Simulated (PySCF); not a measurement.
Harmonic spectrum computed at PBE0 in the def2-TZVP basis family (core potentials from Rb on, PySCF, no spin–orbit coupling):

| ω (cm⁻¹) | IR (km/mol) |
| --- | --- |
| 606 | 107 |
| 673 | 95.0 |
| 886 | 183 |
| 1325 | 194 |
| 1821 | 162 |
| 3801 | 83.8 |

Q: Which molecule gave it? In each, all ligands are bound to the one heavy central atom.
A. NO(OH) (singlet)
B. BO(OH) (singlet)
C. CO(OH) (doublet)
D. MoO(OH) (quartet)
E. ScO(OH) (singlet)

A: A. It has Cs symmetry with N–O 1.162 Å, N–O 1.397 Å, O–H 0.967 Å.
